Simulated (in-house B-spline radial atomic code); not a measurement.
Radial electron density of neutral rhenium, [Xe] 4f14 5d5 6s2. Level of theory: scalar-relativistic (X2C) AM05, spin-polarised, spherical fractional occupations, Fermi nucleus of rms radius 5.3698 fm; calculated with a radial B-spline atomic code at the basis-set limit.

One-electron X2C: radii and densities carry no picture-change correction, so inner-shell <1/r> comes out high (for 1s by about 2 % at Z = 33, 5 % at 54, 10 % at 75, 30 % at 118) and <r> low.

Columns: r (bohr), 4πr²n(r) (electrons per bohr), bar.

```
0.000335    2.985 #
 0.00042    4.097 #
0.000527    5.607 ##
0.000661    7.635 ##
 0.00083    10.36 ###
 0.00104    13.93 #####
 0.00131    18.73 ######
 0.00164    24.75 ########
 0.00206    32.45 ##########
 0.00258    41.78 ##############
 0.00324    52.95 #################
 0.00407    65.56 #####################
 0.00511    78.75 #########################
 0.00641    91.14 #############################
 0.00804    100.9 #################################
  0.0101    105.9 ##################################
  0.0127      105 ##################################
  0.0159    99.14 ################################
  0.0199     92.3 ##############################
   0.025    90.95 #############################
  0.0314    100.7 #################################
  0.0394    119.7 #######################################
  0.0495    136.2 ############################################
  0.0621    135.7 ############################################
  0.0779    118.7 ######################################
  0.0978    106.2 ##################################
   0.123    115.2 #####################################
   0.154    126.9 #########################################
   0.193    110.2 ####################################
   0.242    76.47 #########################
   0.304    66.44 #####################
   0.382    77.43 #########################
   0.479     71.8 #######################
   0.601    47.18 ###############
   0.755    27.34 #########
   0.947    18.83 ######
    1.19     13.5 ####
    1.49    8.331 ###
    1.87    4.626 #
    2.35    2.656 #
    2.95    1.535 
     3.7   0.7636 
    4.64   0.2903 
    5.83  0.07786 
    7.31  0.01413 
    9.17 0.001577 
    11.5 9.87e-05
```

On this grid the curve has 4 maxima, near 0.0101, 0.0495, 0.154, 0.382 bohr.

The 5d up radial function P(r) = rR(r), positive near the nucleus:

```
r (bohr)          P
 0.00641  0.0008306
  0.0101   0.002719
  0.0159   0.008561
   0.025    0.02514
  0.0394    0.06622
  0.0621     0.1443
  0.0978     0.2267
   0.154     0.1752
   0.242    -0.1197
   0.382    -0.3509
   0.601   -0.03583
   0.947     0.5568
    1.49     0.7812
    2.35     0.5542
     3.7      0.231
    5.83    0.05117
    9.17   0.004803
```
